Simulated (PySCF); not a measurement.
Compound: C8H10O2S.
Bonds: O1–S2 (double), S2–O3 (double), S2–C4, C4–C5 (double), C5–C6, C6–C7, C7–C8, C8–C9, C9–C10, C6–C11 (double), S2–C11, C7–C10. Hydrogens: H12 on C4; H13 on C5; H14 on C7; H15, H16 on C8; H17, H18 on C9; H19, H20 on C10; H21 on C11.

The same species was optimised twice, with GFN2-xTB and with PBE0-D3(BJ)/def2-SVP (PySCF), and the same property calculations (PySCF, gas phase) were run on both structures.

| coordinate | GFN2-xTB | PBE0-D3(BJ)/def2-SVP | change |
| --- | --- | --- | --- |
| O1=S2 (Å) | 1.437 | 1.458 | +0.021 |
| S2=O3 (Å) | 1.437 | 1.458 | +0.021 |
| S2–C4 (Å) | 1.802 | 1.786 | -0.016 |
| S2–C11 (Å) | 1.795 | 1.778 | -0.017 |
| C5–C6 (Å) | 1.473 | 1.489 | +0.016 |
| C6=C11 (Å) | 1.329 | 1.341 | +0.012 |
| C4=C5 (Å) | 1.322 | 1.335 | +0.013 |
| C7–C10 (Å) | 1.545 | 1.552 | +0.007 |
| C6–C7 (Å) | 1.491 | 1.485 | -0.006 |
| C8–C9 (Å) | 1.536 | 1.540 | +0.004 |
| C9–C10 (Å) | 1.536 | 1.539 | +0.003 |
| C7–C8 (Å) | 1.538 | 1.538 | 0.000 |
| C6–C7–C8 (°) | 118.8 | 121.1 | +2.3 |
| O1–S2–O3 (°) | 117.6 | 119.8 | +2.2 |
| C6–C7–C10 (°) | 116.3 | 118.4 | +2.1 |
| C5–C6–C7 (°) | 118.1 | 120.0 | +1.9 |
| S2–C4–C5 (°) | 108.1 | 109.5 | +1.4 |
| C4–C5–C6 (°) | 116.0 | 114.7 | -1.3 |
| C7–C10–C9 (°) | 89.1 | 87.8 | -1.3 |
| S2–C11–C6 (°) | 109.1 | 110.5 | +1.4 |
| C5–C6–C7–C8 (°) | -158 | -172 | -14 |

Rotational constants: A = 2580, B = 538.9, C = 507.4 MHz (GFN2-xTB) against A = 2550, B = 528.8, C = 500.4 MHz (PBE0-D3(BJ)/def2-SVP). Point groups within 0.08 Å: C1 and C1.

On the GFN2-xTB structure: HOMO (eV) -7.49 [PBE0/pcSseg-1]; LUMO (eV) -2.21 [PBE0/pcSseg-1]; dipole (D) 5.89 [PBE0/pcSseg-1]; GIAO shielding of O1/O3 (mean) (ppm) 151.3 [PBE0/pcSseg-1]; GIAO shielding of S2 (ppm) 160.1 [PBE0/pcSseg-1]; GIAO shielding of C4 (ppm) 42.5 [PBE0/pcSseg-1]; GIAO shielding of C5 (ppm) 52.3 [PBE0/pcSseg-1]; GIAO shielding of C6 (ppm) 32.0 [PBE0/pcSseg-1]; GIAO shielding of C7 (ppm) 151.0 [PBE0/pcSseg-1]; GIAO shielding of C8/C10 (mean) (ppm) 159.8 [PBE0/pcSseg-1]; GIAO shielding of C9 (ppm) 169.6 [PBE0/pcSseg-1].

Problem. What do these properties become on the PBE0-D3(BJ)/def2-SVP structure?

Solution. 
| property | level | on GFN2-xTB | on PBE0-D3(BJ)/def2-SVP | change |
| --- | --- | --- | --- | --- |
| HOMO (eV) | PBE0/pcSseg-1 | -7.49 | -7.46 | +0.03 |
| LUMO (eV) | PBE0/pcSseg-1 | -2.21 | -2.29 | -0.08 |
| dipole (D) | PBE0/pcSseg-1 | 5.89 | 5.88 | -0.01 |
| energy, GFN2-xTB geometry as zero (kcal/mol) | PBE0/pcSseg-1 | 0.0 | -2.9 | -2.9 |
| GIAO shielding of O1/O3 (mean) (ppm) | PBE0/pcSseg-1 | 151.3 | 150.4 | -0.9 |
| GIAO shielding of S2 (ppm) | PBE0/pcSseg-1 | 160.1 | 156.2 | -3.9 |
| GIAO shielding of C4 (ppm) | PBE0/pcSseg-1 | 42.5 | 39.9 | -2.6 |
| GIAO shielding of C5 (ppm) | PBE0/pcSseg-1 | 52.3 | 50.6 | -1.7 |
| GIAO shielding of C6 (ppm) | PBE0/pcSseg-1 | 32.0 | 31.9 | -0.1 |
| GIAO shielding of C7 (ppm) | PBE0/pcSseg-1 | 151.0 | 146.8 | -4.2 |
| GIAO shielding of C8/C10 (mean) (ppm) | PBE0/pcSseg-1 | 159.8 | 155.7 | -4.1 |
| GIAO shielding of C9 (ppm) | PBE0/pcSseg-1 | 169.6 | 164.6 | -5.0 |

The heavy atoms differ by 0.124 Å rms after alignment. Among bonds between heavy atoms O1=S2 and S2=O3 change most and about equally (+0.021 Å). Changes are differences of the printed values. Neither structure is proved a minimum here.

Conformer computed: `[O:1]=[S:2]1(=[O:3])[CH:4]=[CH:5][C:6]([CH:7]2[CH2:8][CH2:9][CH2:10]2)=[CH:11]1`: C5–C6–C7–C8 -172°.
